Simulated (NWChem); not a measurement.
C₂H₃AlClNO; SMILES [CH3][Al]([Cl])[N]=C=O

```xyz
9

Al     0.4576     0.5156    -0.0008
Cl    -1.1490     1.8693     0.0004
C      2.3009     1.0919    -0.0001
H      2.8392     0.6727    -0.8660
H      2.8189     0.7280     0.9027
H      2.3961     2.1873    -0.0319
N      0.0213    -1.2043    -0.0003
C     -0.3227    -2.3556     0.0001
O     -0.6482    -3.4769     0.0003
```
Atoms are numbered in this order, from 1.

Structure relaxed at the PBE0/def2-SVP level.

Task: Give the principal values of the shielding tensors (ppm) of Al1, Cl2, C3, N7, C8 from B3LYP/6-31G* (spherical d), GIAO (NWChem), with their diamagnetic and paramagnetic parts as GIAO splits them.

Result: 
```json
[
 {"atom": "Al1", "σ11": "403.0", "σ22": "431.3", "σ33": "535.3", "isotropic": "456.6", "diamagnetic": "798.8", "paramagnetic": "-342.2"},
 {"atom": "Cl2", "σ11": "782.7", "σ22": "936.4", "σ33": "1054.0", "isotropic": "924.4", "diamagnetic": "1148.5", "paramagnetic": "-224.1"},
 {"atom": "C3", "σ11": "195.1", "σ22": "198.1", "σ33": "203.6", "isotropic": "198.9", "diamagnetic": "249.2", "paramagnetic": "-50.3"},
 {"atom": "N7", "σ11": "139.3", "σ22": "157.4", "σ33": "334.3", "isotropic": "210.3", "diamagnetic": "313.7", "paramagnetic": "-103.3"},
 {"atom": "C8", "σ11": "-21.0", "σ22": "-20.6", "σ33": "279.2", "isotropic": "79.2", "diamagnetic": "269.5", "paramagnetic": "-190.3"}
]
```
